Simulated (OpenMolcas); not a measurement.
## Zr III: effect of the basis set

| Item | Value |
| --- | --- |
| Program | OpenMolcas |
| Method | CASSCF |
| Active space | 2 electrons in 6 orbitals (4d 5s) |
| State averaging | 2S+1 = 3 even, 15 roots; 2S+1 = 1 even, 21 roots kept (CI in the orbitals of an earlier block) |
| Spin-orbit coupling | state interaction with AMFI integrals over the reference wave functions, term energies averaged over their components |

A. ANO-R1 [6s4p3d1f], X2C, finite nucleus; cost of the order of 15 core-seconds
B. ANO-RCC-VDZP [6s5p3d1f], DKH2, point nucleus; cost roughly 15 core-seconds
C. ANO-R2 [7s5p4d2f1g], X2C, finite nucleus; cost of the order of 10 core-seconds
D. ANO-RCC-VTZP [7s6p4d2f1g], DKH2, point nucleus; cost roughly 20 core-seconds
E. ANO-R3 [8s6p5d3f2g1h], X2C, finite nucleus; cost of the order of 12 core-seconds
F. ANO-RCC-VQZP [8s7p5d3f2g1h], DKH2, point nucleus; cost of the order of 13 core-seconds

Energies in cm⁻¹ above 4d² ³F₂, the measured ground level; measured values from Moore, Atomic Energy Levels, vol. II, NSRDS-NBS 35 (1971 reprint of NBS Circular 467, 1952); NIST levels as listed in Rynkun, Gaigalas and Jonsson, Astron. Astrophys. 637, A10 (2020).

```json
{"Level": "4d² ³F₂", "A": "0.0", "B": "0.0", "C": "0.0", "D": "0.0", "E": "0.0", "F": "0.0", "Measured": "0.0"}
{"Level": "4d² ³F₃", "A": "585", "B": "719", "C": "705", "D": "685", "E": "678", "F": "692", "Measured": "681"}
{"Level": "4d² ³F₄", "A": "1290", "B": "1582", "C": "1552", "D": "1512", "E": "1497", "F": "1527", "Measured": "1486"}
{"Level": "4d² ¹D₂", "A": "5992", "B": "7156", "C": "7142", "D": "7238", "E": "7199", "F": "7207", "Measured": "5742"}
{"Level": "4d² ³P₀", "A": "9374", "B": "10074", "C": "10089", "D": "10341", "E": "10327", "F": "10317", "Measured": "8062"}
{"Level": "4d² ³P₁", "A": "9593", "B": "10348", "C": "10357", "D": "10599", "E": "10582", "F": "10579", "Measured": "8326"}
{"Level": "4d² ³P₂", "A": "10011", "B": "10886", "C": "10883", "D": "11105", "E": "11082", "F": "11091", "Measured": "8838"}
{"Level": "4d² ¹G₄", "A": "12664", "B": "13698", "C": "13712", "D": "14087", "E": "14062", "F": "14053", "Measured": "11049"}
{"Level": "4d 5s ³D₁", "A": "19411", "B": "19106", "C": "19158", "D": "18979", "E": "18994", "F": "18999", "Measured": "18399"}
{"Level": "4d 5s ³D₂", "A": "19755", "B": "19519", "C": "19564", "D": "19376", "E": "19388", "F": "19401", "Measured": "18803"}
{"Level": "4d 5s ³D₃", "A": "20307", "B": "20204", "C": "20236", "D": "20030", "E": "20035", "F": "20061", "Measured": ""}
{"Level": "4d² ¹S₀", "A": "27076", "B": "30119", "C": "30235", "D": "31143", "E": "30969", "F": "30997", "Measured": "23979"}
{"Level": "4d 5s ¹D₂", "A": "30487", "B": "28831", "C": "28889", "D": "28838", "E": "28994", "F": "28939", "Measured": "25066"}
{"Level": "5s² ¹S₀", "A": "54898", "B": "56265", "C": "56777", "D": "56667", "E": "56410", "F": "56646", "Measured": "48507"}
```

Deviations, from unrounded energies. A percentage is the sum of absolute deviations over the sum of measured energies, with the sign that they share, or ± where signs differ.

| Against measurement | Levels | A | B | C | D | E | F |
| --- | --- | --- | --- | --- | --- | --- | --- |
| mean absolute deviation (cm-1) | 12 | 1900 | 2400 | 2500 | 2600 | 2600 | 2600 |
| fine structure of the ground term (%) | 2 | -13.5 | +6.1 | +4.1 | +1.3 | ±0.6 | +2.4 |
| other terms of the ground configuration (%) | 6 | +13.2 | +24.7 | +24.9 | +28.1 | +27.6 | +27.7 |
| other configurations (%) | 4 | +12.4 | +11.7 | +12.3 | +11.8 | +11.7 | +11.9 |

A lies closest to measurement on these levels and D furthest from it. The largest miss of A in the table is 5s² ¹S₀, by +6400 cm-1. The ranking rests on the paired levels alone, and a cruder setting can come out closer through cancelling errors.

Among A to F the level of the table that moves most is 4d² ¹S₀, by 4100 cm-1 (lowest in A, highest in D).

Without dynamic correlation excited terms often stand tens of per cent too high (terms of higher spin than the ground term too low), and those without a measured partner can miss by more than the paired ones. Terms from blocks run as CI alone lack orbitals of their own. A single d shell beside an s shell can misplace configurations of different d count against each other. Computed and measured levels are paired by configuration, term and J; levels that our copy of the source lacks, or whose pairing is in doubt (as where it misses far off the trend of its configuration), stay unpaired and out of the deviations. Levels of configurations outside the active space are missing.
